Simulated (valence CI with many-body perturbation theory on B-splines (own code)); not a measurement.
# Ge: one-electron terms

Method: relativistic CI+MBPT: four valence electrons over a frozen Dirac-Fock core [Ar] 3d10, a basis of 11 s, 11 p, 9 d, 7 f, 5 g, 2 h, 1 i functions for each j, with the one-electron correlation potential Σ1 (screened to all orders), the two-electron term Σ2, the three-electron term Σ3, Breit, model QED; selected single and double excitations, second order for the rest, scaled by the run's own slope (own B-spline code, finite nucleus).

Against 31 measured levels this calculation errs by 127 cm⁻¹ on average and by 262 at most. These come from a selection out of the NIST Handbook of Basic Atomic Spectroscopic Data. Levels without a partner in it may be off by more. Among the levels kept, up to 650 cm⁻¹ of a level comes from second order outside the variational space, and about a tenth of that is noise between levels of different J, which matters for small intervals.

These are the spectroscopic orbitals of the CI (the correlating ones are not listed), shaped by the core and the other valence electrons. h is the expectation value of the core's Dirac-Fock operator, without the valence repulsion; Σ1 is computed up to l = 3 at one energy for each symmetry, that of its lowest orbital but kept below the first core excitation, so for empty shells it is not the orbital's own correlation shift; Breit and QED include the response of the core.

| Orbital | h (hartree) | Σ1 (cm⁻¹) | Breit (cm⁻¹) | QED (cm⁻¹) | ⟨r⟩ (bohr) |
| --- | --- | --- | --- | --- | --- |
| 4s1/2 | -1.5979 | -7062 | 71.1 | 68.3 | 2.208 |
| 5s1/2 | -0.60244 | -656 | 8.2 | 7.7 | 6.893 |
| 6s1/2 | -0.29626 | -171 | 2.2 | 2.1 | 15.00 |
| 7s1/2 | -0.17749 | -71.9 | 0.9 | 0.9 | 26.01 |
| 4p1/2 | -1.1974 | -3991 | 63.5 | -1.9 | 2.899 |
| 5p1/2 | -0.43872 | -339 | 6.3 | -0.2 | 9.573 |
| 6p1/2 | -0.23581 | -117 | 2.2 | -0.1 | 19.14 |
| 7p1/2 | -0.1482 | -55.4 | 1.1 | 0.0 | 31.61 |
| 4p3/2 | -1.1835 | -3820 | 36.9 | 1.0 | 2.945 |
| 5p3/2 | -0.43568 | -333 | 3.7 | 0.1 | 9.649 |
| 6p3/2 | -0.23457 | -116 | 1.4 | 0.0 | 19.24 |
| 7p3/2 | -0.14758 | -54.5 | 0.6 | 0.0 | 31.75 |
| 4d3/2 | -0.44496 | -110 | 0.2 | 0.0 | 9.232 |
| 5d3/2 | -0.24375 | -52.2 | 0.1 | 0.0 | 19.28 |
| 6d3/2 | -0.15304 | -27.4 | 0.1 | 0.0 | 32.26 |
| 4d5/2 | -0.44474 | -109 | -0.1 | 0.0 | 9.235 |
| 5d5/2 | -0.24355 | -51.7 | 0.0 | 0.0 | 19.29 |
| 6d5/2 | -0.15292 | -27.2 | 0.0 | 0.0 | 32.27 |
| 4f5/2 | -0.21958 | -2.7 | 0.0 | 0.0 | 17.94 |
| 5f5/2 | -0.1409 | -1.6 | 0.0 | 0.0 | 31.32 |
| 4f7/2 | -0.21959 | -2.7 | 0.0 | 0.0 | 17.94 |
| 5f7/2 | -0.1409 | -1.6 | 0.0 | 0.0 | 31.32 |
| 5g7/2 | -0.14007 |  | 0.0 | 0.0 | 27.47 |
| 5g9/2 | -0.14007 |  | 0.0 | 0.0 | 27.47 |

Among the shells of the start configuration 4s2 4p2, Σ1 is largest in size for 4s1/2, where it is 2.0 % of h.

Lowest root of each symmetry, sizes in configuration state functions:

```
J  Parity  Roots  Reference  Variational  Second order  Change by selected CI (cm⁻¹)  Change by second order (cm⁻¹)
0    even      8          8        40576        610241                        -14799                            -74
1    even     15         15        42145       1912150                        -14494                           -380
2    even     16         17        39973       2682134                        -14482                           -459
3    even     10         11        40605       3289998                        -15980                           -648
4    even      5          6        40098       2614697                        -16397                           -169
5    even      2          2        50645       1671324                        -16678                            -96
0     odd      6          6        45413        523724                        -16531                            -72
1     odd     15         15        39972       1991911                        -16397                           -300
2     odd     16         16        39997       2450319                        -16276                           -487
3     odd     10         12        41107       3366285                        -16784                           -530
4     odd      5          7        41721       3045160                        -16360                           -487
5     odd      2          3        34795       1641627                        -16441                            -86
6     odd      1          1        29994       1086875                        -16656                            -75
```
